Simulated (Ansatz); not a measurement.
Start from `[CH3][SnH]([F])[BH]Cl` and change one atom or group to get `C=[CH][SnH]([CH3])[F]`.

Ansatz, PBE0-D4/def2-TZVP geometries, multiplicity 1. Each molecule was computed in one conformer, which needn't be the lowest.

Elements past krypton have def2 core potentials.

| property | `[CH3][SnH]([F])[BH]Cl` |
| --- | --- |
| HOMO energy (PBE/def2-TZVPP) / eV | -6.54 |
| zero-point energy (PBE0-D4/def2-TZVP) / kJ/mol | 152.9 |
| ideal-gas entropy at 298 K and 1 bar (rigid rotor, harmonic PBE0-D4/def2-TZVP) / J/(mol·K) | 403 |
| LUMO energy (PBE/def2-TZVPP) / eV | -3.47 |
| HOMO–LUMO gap (ωB97M-V/def2-TZVPP) / eV | 9.30 |
| LUMO energy (PBE0/def2-TZVPP) / eV | -2.56 |

(1) What does the change do to each property? (Best estimate.)

Answers

(1) Ansatz gave: 
```tsv
property	`C=[CH][SnH]([CH3])[F]`	shift
HOMO energy (PBE/def2-TZVPP) / eV	-7.00	-0.46
zero-point energy (PBE0-D4/def2-TZVP) / kJ/mol	227.4	74.5
ideal-gas entropy at 298 K and 1 bar (rigid rotor, harmonic PBE0-D4/def2-TZVP) / J/(mol·K)	386	-17
LUMO energy (PBE/def2-TZVPP) / eV	-1.78	1.69
HOMO–LUMO gap (ωB97M-V/def2-TZVPP) / eV	11.55	2.25
LUMO energy (PBE0/def2-TZVPP) / eV	-0.83	1.73
```

With PBE0 the HOMO falls by 0.51 eV and the LUMO rises by 1.73 eV, so the gap widens by about 2.24 eV. PBE moves the HOMO by -0.46 eV and ωB97M-V by -0.61 eV. The zero-point energy changes by 74.5 kJ/mol with +6 modes. Modes under 60 cm⁻¹, often nearly free rotors, make the harmonic entropy too high.

Positive LUMOs are unbound, so they and the gaps depend on the basis.
